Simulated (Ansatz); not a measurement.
[CeCl6]3- (CeCl₆³⁻). Charge -3, multiplicity 2. Geometry PBE-D4/def2-SVP.

```xyz
7

Ce    0.000    0.000    0.000
Cl    1.772   -0.847    2.032
Cl   -1.778    0.850   -2.027
Cl    2.162    1.168   -1.397
Cl   -2.161   -1.172    1.394
Cl   -0.420    2.428    1.383
Cl    0.424   -2.427   -1.386
```

In the def2 sets Ce takes a core potential; there is no spin–orbit coupling. With an open 4f shell the SCF may have ended on a state above the lowest. A multiply charged anion in the gas phase is held together partly by the finite basis. Removing one electron lowers the energy by 2.50 eV at PBE0-D4/def2-TZVP, so it isn't bound. At PBE-D4/def2-SVP, PBE-D4/def2-TZVP, r2SCAN-D4/def2-TZVP, PBE0-D4/def2-SVP and others the highest occupied level of the charge -3 doublet lies above zero (up to 8.20 eV). By energy differences it is unbound by 2.67 eV (vertical, against the charge -2 singlet, at PBE-QIDH/def2-TZVP) and held by the finite basis.

**Question.** Estimate the α-spin orbital energies around the gap (eV) in Ansatz with PBE-D4/def2-SVP, PBE-D4/def2-TZVP, r2SCAN-D4/def2-TZVP, PBE0-D4/def2-SVP, PBE0-D4/def2-TZVP.

**Answer.** 
```csv
orbital,PBE-D4/def2-SVP,PBE-D4/def2-TZVP,r2SCAN-D4/def2-TZVP,PBE0-D4/def2-SVP,PBE0-D4/def2-TZVP
HOMO−5,5.18,4.25,3.84,3.67,2.82
HOMO−4,5.18,4.25,3.84,3.67,2.83
HOMO−3,5.40,4.51,4.10,3.91,3.10
HOMO−2,5.40,4.51,4.10,3.91,3.10
HOMO−1,5.41,4.51,4.10,3.91,3.10
HOMO,8.20,7.20,6.90,4.94,4.05
LUMO,8.90,7.90,8.29,9.86,9.51
LUMO+1,8.90,7.90,8.29,10.93,10.03
LUMO+2,8.90,7.90,8.29,10.93,10.03
LUMO+3,9.21,8.21,9.04,10.93,10.03
LUMO+4,9.21,8.21,9.04,11.39,10.47
LUMO+5,9.21,8.21,9.04,11.39,10.47
β HOMO,5.40,4.50,4.09,3.90,3.10
β LUMO,9.38,8.50,9.25,9.86,9.51
```
